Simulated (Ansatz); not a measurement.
Geometry optimisation, UKS B3LYP-D4/def2-SVP in Ansatz 0.2.0.

Input:

```yaml
crystal:
  periodic: [false, false, false]
  atoms:
    - { symbol: W, position_ang: [-0.16903, 2.0e-05, -0.198494] }
    - { symbol: Cl, position_ang: [0.892565, -0.000167, 3.245966] }
    - { symbol: H, position_ang: [1.259635, 0.000111, 0.666228] }
    - { symbol: F, position_ang: [-0.621776, 1.753362, -0.490179] }
    - { symbol: F, position_ang: [-1.380324, 7.2e-05, 1.305093] }
    - { symbol: F, position_ang: [-0.621698, -1.753369, -0.490009] }
    - { symbol: F, position_ang: [0.889073, -3.1e-05, -1.767465] }
    - { symbol: H, position_ang: [-0.378445, 2.0e-06, 2.82886] }
magnetization:
  spin_polarized: true
  initial_magnetization: 1
basis:
  gaussian: { orbitals: def2-SVP }
hamiltonian:
  xc: b3lyp
  dispersion: d4
relax:
  f_tol: 0.03
  max_steps: 50
```

Launched with:

```bash
$ ansatz run input.yaml --threads 4 --pin off --max-ram 5120MiB --backend cpu --events-out ev --progress --plain --runs-dir out
```

Task: Where does it end, and by what steps?

Result: It converged. After 6 steps the energy has fallen by 0.113 eV; Cl2 moved furthest, 0.44 Å.

```csv
step,energy less start (eV),largest force component (eV/Å),accepted
0,0.0000,0.941,yes
1,-0.0658,0.781,yes
2,-0.0976,0.620,yes
3,-0.1014,0.629,yes
4,-0.1102,0.269,yes
5,-0.1123,0.044,yes
6,-0.1125,0.025,yes
```

```xyz
8
Properties=species:S:1:pos:R:3
W -0.172 0.000 -0.319
Cl 0.809 0.000 3.679
H 1.235 0.000 0.598
F -0.665 1.741 -0.613
F -1.213 0.000 1.294
F -0.665 -1.741 -0.613
F 0.834 0.000 -1.922
H -0.294 0.000 2.995
```

Whether the end is a true minimum wasn't checked by a vibrational analysis.

Run time: 32 s on 4 threads of Arm Neoverse V2, with other jobs on the host, peak memory 0.42 GiB.
